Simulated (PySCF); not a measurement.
Job file and geometry (Å, from GFN2-xTB) of an NMR shielding run on `C1C[Si@H](C#C)O[SiH2]1`, C$_{4}$H$_{8}$OSi$_{2}$, PySCF 2.14.0, density-fitted response routines, GIAO PBE0/pcSseg-1 NMR shielding, non-relativistic, gas phase; density fitting, a coarse starting grid and PySCF grid level 2 are the driver's defaults:

```
$ OMP_NUM_THREADS=1 python probes_run.py task.json out

{"job": {"kind": "nmr", "xc": "PBE0", "basis": "pcSseg-1"}, "charge": 0, "multiplicity": 1}
C      0.617641     1.415360     3.245583
C      0.544396     0.642643     2.328069
Si     0.432834    -0.556215     0.924637
C     -1.205985    -0.387524    -0.042621
C     -0.867194    -0.467467    -1.540464
Si     0.905935     0.205657    -1.770802
O      1.467464    -0.076951    -0.258596
H      0.684860     2.096236     4.045400
H      0.822216    -1.910145     1.309897
H     -1.644554     0.589485     0.173127
H     -1.958707    -1.128701     0.227590
H     -1.622295     0.045110    -2.136653
H     -0.888039    -1.513831    -1.853914
H      1.732293    -0.591037    -2.670205
H      0.974721     1.645371    -2.002963
```

**Question.** What does the program print?

**Answer.** 
```
coarse grid: 13640 points
cycle   1  E = -810.7094895210  dE =  8.592e-01  |g| = 8.568e-01  |ddm| = 3.683e+00
cycle   2  E = -810.5012795625  dE =  2.082e-01  |g| = 1.340e+00  |ddm| = 1.940e+00
cycle   3  E = -810.8481347226  dE = -3.469e-01  |g| = 1.669e-01  |ddm| = 1.373e+00
cycle   4  E = -810.8536410279  dE = -5.506e-03  |g| = 5.934e-02  |ddm| = 1.801e-01
cycle   5  E = -810.8541832517  dE = -5.422e-04  |g| = 3.851e-02  |ddm| = 6.371e-02
cycle   6  E = -810.8545437253  dE = -3.605e-04  |g| = 6.440e-03  |ddm| = 2.771e-02
cycle   7  E = -810.8545533230  dE = -9.598e-06  |g| = 1.822e-03  |ddm| = 6.911e-03
final grid: 122872 points
cycle   8  E = -810.9074459566  dE = -1.606e-05  |g| = 1.064e-02  |ddm| = 2.973e-02
cycle   9  E = -810.9074135265  dE =  3.243e-05  |g| = 1.645e-02  |ddm| = 2.069e-02
cycle  10  E = -810.9074701961  dE = -5.667e-05  |g| = 1.456e-03  |ddm| = 1.272e-02
cycle  11  E = -810.9074706153  dE = -4.192e-07  |g| = 4.319e-04  |ddm| = 1.252e-03
cycle  12  E = -810.9074706523  dE = -3.708e-08  |g| = 2.164e-04  |ddm| = 4.441e-04
cycle  13  E = -810.9074706635  dE = -1.118e-08  |g| = 4.134e-05  |ddm| = 1.764e-04
cycle  14  E = -810.9074706639  dE = -3.768e-10  |g| = 9.918e-06  |ddm| = 4.503e-05
converged SCF energy = -810.9074706639

GIAO shielding tensors (ppm)
atom      isotropic    diamagn.    paramagn.     s11        s22        s33       span
  0 C       84.941     260.822    -175.881      2.352      5.106    247.365    245.012
  1 C       96.651     259.353    -162.702     -0.615      0.226    290.343    290.958
  2 Si     365.280     879.867    -514.588    304.023    373.382    418.434    114.411
  3 C      174.360     254.973     -80.613    160.586    177.643    184.852     24.267
  4 C      177.088     252.917     -75.829    159.958    178.238    193.067     33.108
  5 Si     353.220     879.703    -526.484    297.517    348.806    413.336    115.818
  6 O      286.495     399.435    -112.939    208.497    309.800    341.189    132.691
  7 H       29.760      33.053      -3.293     24.707     24.809     39.764     15.057
  8 H       26.592      28.155      -1.562     23.030     24.125     32.622      9.592
  9 H       30.600      32.887      -2.287     25.470     28.902     37.428     11.958
 10 H       30.433      30.993      -0.560     25.122     28.489     37.689     12.567
 11 H       30.538      30.124       0.414     25.374     27.907     38.333     12.960
 12 H       30.674      30.662       0.012     25.506     28.099     38.417     12.911
 13 H       26.573      28.444      -1.871     23.038     24.212     32.468      9.431
 14 H       26.643      29.281      -2.638     22.896     24.394     32.639      9.743
```

**Question.** Turn these shieldings into chemical shifts. References, each an isolated molecule treated in the same way: 13C (σref 186.93) and 29Si (σref 349.16) and 1H (σref 31.72) against TMS; 17O (σref 336.08) against H2O.

**Answer.** Averaging equivalent atoms: C 0: 102.0; C 1: 90.3; C 3: 12.6; C 4: 9.8; Si 5: -4.1; Si 2: -16.1; O 6: 49.6; H 13: 5.14; H 8: 5.12; H 14: 5.07; H 7: 1.96; H 10: 1.28; H 11: 1.18; H 9: 1.12; H 12: 1.04 ppm. Experimental scales use liquid or dissolved standards, which lie at an offset from isolated H2O (liquid H2O: subtract about 36 ppm).

Size and cost of the density-fitted run: 173 basis functions, 45 s wall time on 1 thread of an Arm Neoverse N1, shared host; peak memory 0.73 GiB.
